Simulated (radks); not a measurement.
The numbers below are computed, except where a source is named.
Q: Pd20+, 26 electrons, occupied as [Ar] 3d8. Code: a radial shooting solver on a logarithmic mesh with Libxc functionals. Model: scalar-relativistic Kohn-Sham, BLYP, spin-polarised, spherical densities, finite nucleus; open shells are filled with parallel spins first (spin-orbit coupling, left out, can overturn this in heavy ions); Fermi nuclear charge, rms radius 4.5318 fm. Some entries of the table are withheld. Estimate them.

orbital  occ.  eigenvalue (eV)  <r^2> (bohr^2)
1s up       1        -24810.08        0.001371
1s down     1        -24810.04        0.001371
2s up       1        -4159.419         0.02246
2s down     1        -4155.168         0.02243
2p up       3              (1)         0.01767
2p down     3              (2)         0.01764
3s up       1        -1213.662          0.1544
3s down     1        -1208.466          0.1548
3p up       3        -1094.312          0.1532
3p down     3        -1089.025          0.1538
3d up       5        -910.9259             (3)
3d down     3        -904.7769             (4)

A: 
(1) 2p up eigenvalue (eV): -3796.845
(2) 2p down eigenvalue (eV): -3793.632
(3) 3d up <r^2> (bohr^2): 0.1325
(4) 3d down <r^2> (bohr^2): 0.1333
